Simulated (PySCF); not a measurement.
## Dipole moment and polarisability of RuO3(NMe)

Compound: RuO3(NMe), CH3NO3Ru (singlet state).
Geometry (PBE0-D3(BJ)/def2-SVP, Å), atoms numbered from 1 in this order:
```xyz
9
CH3NO3Ru angstrom
Ru     0.593    1.267    0.553
O      0.565    1.191    2.231
O      2.178    1.394    0.012
O     -0.300    2.588    0.024
N     -0.087   -0.142   -0.071
C     -0.627   -1.330   -0.582
H     -1.699   -1.405   -0.329
H     -0.522   -1.358   -1.681
H     -0.102   -2.204   -0.156
```

Level: wB97X-D/def2-SVPD (PySCF), static field, nuclei fixed, core orbitals frozen in the response. The polarisability tensor in these axes (au):

```
x   67.62 11.41  4.98
y   11.41 86.63 10.63
z    4.98 10.63 66.94
```

**Question.** What are the eigenvalues, a third of the trace, and Δα (Δα² = ½Σ(αi − αj)² over the three pairs)?

**Answer.** Principal values 62.28, 62.30 and 96.62 au; mean 73.73 au = 10.93 Å³ = 12.16 × 10⁻⁴⁰ C²·m²/J; Δα = 34.33 au (47 % of the mean).

**Question.** What is the dipole moment, and where does it point?

**Answer.** (-2.02, -4.31, -1.88) D, 5.12 D in size, pointing from the negative to the positive side. Measured along this direction, the outermost atoms are O4, O2 and O3 at the negative end and H7, H8 and H9 at the positive end.

**Question.** What would n − 1 = 2πNα be for an ideal gas of these molecules at 273.15 K and 1 atm, electronic part alone?

**Answer.** N = p/kT = 2.6868 × 10¹⁹ cm⁻³, so n − 1 = 2π × N × 10.93 × 10⁻²⁴ cm³ = 1844 × 10⁻⁶ at long wavelengths, for an ideal gas.

**Question.** What molar refraction does this α imply?

**Answer.** Lorentz–Lorenz: R = (4π/3)N_A α = 2.5225 cm³/(mol·Å³) × 10.93 Å³ = 27.6 cm³/mol, in the limit of long wavelengths.

**Question.** Sum over states: ᾱ = Σ f/ω², ω in Eh. What share falls to these 10 lowest TDDFT singlets (eV, f)? 2.51, 0.0000; 2.83, 0.0022; 2.83, 0.0021; 3.71, 0.0033; 3.72, 0.0033; 3.79, 0.0421; 4.19, 0.0000; 4.31, 0.0003; 4.32, 0.0003; 4.48, 0.0259.

**Answer.** They add up to 3.89 au, 5.3 % of the 73.73 au; the largest single term is 2.17 au, from the state at 3.79 eV. Terms in order: 0.00, 0.20, 0.19, 0.18, 0.17, 2.17, 0.00, 0.01, 0.01, 0.96 au. Higher excitations give the rest. The strengths listed sum to 0.080.

Isolated species at its PBE0-D3(BJ)/def2-SVP geometry, gas phase. Atoms past krypton carry effective core potentials; spin–orbit coupling is left out.

The pairwise dispersion term of wB97X-D wasn't added to the energies; at a given geometry it leaves orbitals and properties as they are.
